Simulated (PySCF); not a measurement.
# Working with the constants of LiBi⁻

UHF-CCSD(T) constants of LiBi⁻, ⁴Σ⁻ (quartet), unpaired electrons σ ↑, π ↑↑ (Li aug-cc-pVDZ, Bi aug-cc-pVDZ-PP with ECP60; scalar-relativistic core potentials (PySCF 2.14); masses 7.0160 and 208.9804 u):

| Quantity | Value |
| --- | --- |
| ωe | 287.0 cm⁻¹ |
| ωexe | 2.63 cm⁻¹ |
| Be | 0.30567 cm⁻¹ |
| αe | 0.00377 cm⁻¹ |

Problem. What force constant and bond length do these constants imply?

Solution. Reduced mass μred = 6.7881 u; k = 5.8918×10⁻⁷·μred·ωe² (u, cm⁻¹, mdyn/Å) = 0.329 mdyn/Å; Re = √(16.8576/(μred·Be)) (u, cm⁻¹, Å) = 2.850 Å.

Problem. Estimate the centrifugal constant D from the Kratzer relation and find the Dunham coefficient a1.

Solution. D = 4Be³/ωe² = 1.39e-06 cm⁻¹; a1 = −1 − αeωe/(6Be²) = -2.93.

Correlated steps freeze 4 core orbitals. Spin–orbit coupling is left out, which matters for elements this heavy, above all for dissociation energies. The state is the lowest determinant that a PBE0 search found; another state may lie lower at other levels.
